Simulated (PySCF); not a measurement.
## Polarisability and C₆ of Sc²⁺ (scandium, charge +2)

[Ar] 3d1, 2D determinant. Calculation: PySCF 2.14, in def2-TZVPPD (6s6p4d2f1g, 67 functions); the non-relativistic Hamiltonian (point nucleus). Coupled (time-dependent) response in atomic units; α is the mean over directions.

```csv
method,mean α (bohr³),"α xx, yy, zz",C₆ (like pair),S(−4)
UHF,4.414,"5.097, 5.097, 3.049",13.09,16.92
PBE,5.145,"6.093, 6.093, 3.248",14.78,33.17
PBE0,4.819,"5.646, 5.646, 3.163",14.02,25.14
M06-2X,4.729,"5.518, 5.518, 3.150",13.71,23.63
```

S(−4) is the Cauchy moment in α(ω) = α(0) + S(−4) ω² + …

α(iu) at PBE:

| u (hartree) | α(iu) (bohr³) |
| --- | --- |
| 0 | 5.145 |
| 0.0500 | 5.065 |
| 0.100 | 4.857 |
| 0.200 | 4.312 |
| 0.300 | 3.829 |
| 0.500 | 3.141 |
| 0.750 | 2.551 |
| 1.00 | 2.104 |
| 1.50 | 1.462 |
| 2.00 | 1.044 |
| 3.00 | 0.5867 |
| 5.00 | 0.2512 |

A single London oscillator, α(iu) = α/(1 + u²/ω²), gives C₆ = (3/4) ω α². Matching the computed C₆ needs ω = 4 × 14.78 / (3 × 5.145²) = 0.744 hartree.

For an ion, C₆ is the dispersion term alone; charge-induced terms of lower order in 1/R come first.

The components differ because the open shell of this determinant is not spherical; for a pure term their mean is the scalar polarisability.
